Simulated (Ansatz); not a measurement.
Relaxation of (Br2Al-mu-H)3 (Al₃H₃Br₆) with RKS PBE-D4/def2-SVP.

```sh
$ ansatz run in.yaml --threads 4 --pin off --events-out ev --progress --plain --max-ram 6963MiB
```

```yaml
crystal:
  periodic: [false, false, false]
  atoms:
    - {symbol: Al, position_ang: [-1.425430, 0.800710, 0.981960]}
    - {symbol: Br, position_ang: [-1.276320, 2.968910, 1.476330]}
    - {symbol: Br, position_ang: [-3.167360, -0.523790, 1.415560]}
    - {symbol: H, position_ang: [0.090500, -0.028920, 1.350570]}
    - {symbol: Al, position_ang: [1.695350, -0.097410, 0.605350]}
    - {symbol: Br, position_ang: [2.698460, -1.891440, 1.465680]}
    - {symbol: Br, position_ang: [2.307240, 2.047340, 0.433420]}
    - {symbol: H, position_ang: [1.367150, -0.454420, -1.065240]}
    - {symbol: Al, position_ang: [-0.233930, -0.723630, -1.625320]}
    - {symbol: Br, position_ang: [-0.708900, -2.662130, -0.615530]}
    - {symbol: Br, position_ang: [-0.366360, 0.006510, -3.721450]}
    - {symbol: H, position_ang: [-0.980380, 0.558270, -0.701330]}
basis:
  gaussian: {orbitals: def2-SVP}
hamiltonian: {xc: pbe, dispersion: d4}
scf: {lower_state_search: "off"}
output: {orbitals: {seedname: orbitals}}
relax: {f_tol: 0.03, max_steps: 70}
```

Run time 38 s (4 threads of Arm Neoverse V2 on a shared host).

Positions (Å) and forces (eV/Å) at steps 1, 2, 3, 4, 6, 7, 8 of 8:

```xyz
12
step=1 energy=-439998.3856 eV
Al   -1.425    0.801    0.982    0.854   -0.504   -0.596
Br   -1.276    2.969    1.476   -0.067    0.292    0.097
Br   -3.167   -0.524    1.416   -0.271   -0.124    0.168
H     0.090   -0.029    1.351    0.071    0.078   -0.014
Al    1.695   -0.097    0.605   -0.714    0.032   -0.152
Br    2.698   -1.891    1.466    0.250   -0.178    0.177
Br    2.307    2.047    0.433    0.302    0.288    0.055
H     1.367   -0.454   -1.065   -0.133    0.070    0.185
Al   -0.234   -0.724   -1.625    0.059    0.544    0.597
Br   -0.709   -2.662   -0.616   -0.197   -0.430   -0.067
Br   -0.366    0.007   -3.721   -0.032   -0.017   -0.414
H    -0.980    0.558   -0.701   -0.122   -0.052   -0.038
12
step=2 energy=-439998.5400 eV
Al   -1.315    0.726    0.901   -0.048   -0.035   -0.037
Br   -1.232    2.911    1.431   -0.021    0.056   -0.002
Br   -3.102   -0.548    1.411   -0.020   -0.003    0.104
H     0.146   -0.048    1.433   -0.103    0.088   -0.209
Al    1.689   -0.041    0.660   -0.014    0.024   -0.129
Br    2.753   -1.815    1.544    0.031    0.017   -0.002
Br    2.435    2.090    0.529    0.044   -0.114    0.026
H     1.263   -0.395   -0.980   -0.051    0.009    0.091
Al   -0.303   -0.705   -1.616    0.089   -0.010    0.106
Br   -0.844   -2.723   -0.740    0.030    0.093   -0.129
Br   -0.421   -0.049   -3.764    0.045   -0.056   -0.036
H    -1.068    0.596   -0.809    0.018   -0.069    0.218
12
step=3 energy=-439998.5734 eV
Al   -1.357    0.736    0.919   -0.051   -0.019    0.020
Br   -1.289    2.928    1.439    0.036   -0.004   -0.041
Br   -3.137   -0.523    1.504    0.091   -0.011    0.014
H     0.124   -0.028    1.381   -0.010    0.044   -0.099
Al    1.690   -0.041    0.647    0.032    0.024    0.003
Br    2.777   -1.801    1.534   -0.027    0.003   -0.008
Br    2.507    2.062    0.540   -0.032   -0.057    0.017
H     1.267   -0.390   -0.981   -0.048    0.019    0.050
Al   -0.291   -0.695   -1.614    0.010   -0.025   -0.021
Br   -0.844   -2.738   -0.816   -0.004    0.088   -0.015
Br   -0.375   -0.088   -3.781    0.036    0.002    0.030
H    -1.072    0.578   -0.773   -0.031   -0.064    0.051
12
step=4 energy=-439998.6010 eV
Al   -1.374    0.735    0.915    0.016   -0.030    0.014
Br   -1.287    2.951    1.303   -0.009    0.016   -0.027
Br   -3.040   -0.579    1.669    0.009    0.000    0.018
H     0.122    0.014    1.344    0.005    0.018   -0.003
Al    1.691   -0.029    0.654   -0.034   -0.010    0.017
Br    2.709   -1.836    1.524    0.003   -0.021    0.001
Br    2.553    2.050    0.598    0.022    0.016    0.003
H     1.226   -0.343   -0.958    0.023    0.005   -0.021
Al   -0.297   -0.691   -1.632    0.006   -0.011    0.039
Br   -0.858   -2.736   -0.862   -0.003    0.002   -0.015
Br   -0.290   -0.043   -3.784    0.011    0.014   -0.020
H    -1.156    0.508   -0.771   -0.050    0.001   -0.007
12
step=6 energy=-439998.6131 eV
Al   -1.394    0.730    0.912   -0.039    0.022    0.031
Br   -1.355    2.984    1.044   -0.006   -0.075   -0.003
Br   -2.916   -0.609    1.901    0.044    0.057   -0.043
H     0.134    0.112    1.356   -0.006    0.004   -0.003
Al    1.690   -0.021    0.673    0.024   -0.001    0.013
Br    2.583   -1.922    1.486   -0.009    0.024   -0.012
Br    2.684    2.004    0.697   -0.014   -0.033   -0.004
H     1.196   -0.261   -0.944    0.007    0.012    0.003
Al   -0.298   -0.688   -1.641   -0.002    0.014   -0.012
Br   -0.792   -2.778   -0.955    0.003   -0.005   -0.003
Br   -0.244    0.059   -3.764   -0.010   -0.009    0.018
H    -1.288    0.391   -0.763    0.009   -0.011    0.015
12
step=7 energy=-439998.6139 eV
Al   -1.390    0.731    0.915   -0.030    0.010    0.006
Br   -1.351    2.980    1.068    0.002   -0.032   -0.002
Br   -2.938   -0.600    1.869    0.026    0.024   -0.015
H     0.134    0.103    1.357   -0.004    0.001    0.003
Al    1.693   -0.023    0.673    0.012   -0.003    0.003
Br    2.598   -1.915    1.487   -0.006    0.011   -0.005
Br    2.673    2.007    0.685   -0.003   -0.012    0.002
H     1.203   -0.266   -0.945   -0.001    0.004   -0.004
Al   -0.295   -0.689   -1.638   -0.008    0.013   -0.003
Br   -0.794   -2.776   -0.947    0.005   -0.006    0.002
Br   -0.258    0.049   -3.764   -0.001   -0.003    0.007
H    -1.274    0.400   -0.760    0.008   -0.009    0.005
12
step=8 energy=-439998.6143 eV
Al   -1.393    0.731    0.913    0.000    0.001    0.000
Br   -1.346    2.979    1.057    0.001   -0.001   -0.002
Br   -2.940   -0.591    1.873    0.000    0.001    0.000
H     0.132    0.104    1.357    0.000   -0.001    0.000
Al    1.691   -0.022    0.673    0.000    0.000    0.000
Br    2.592   -1.921    1.477   -0.001    0.000   -0.001
Br    2.680    2.002    0.701    0.001   -0.001    0.002
H     1.200   -0.250   -0.947   -0.001    0.002    0.000
Al   -0.295   -0.689   -1.637    0.000    0.001    0.001
Br   -0.774   -2.780   -0.945    0.002    0.000    0.000
Br   -0.268    0.048   -3.763   -0.001   -0.001    0.000
H    -1.280    0.390   -0.759    0.000   -0.002    0.000
```
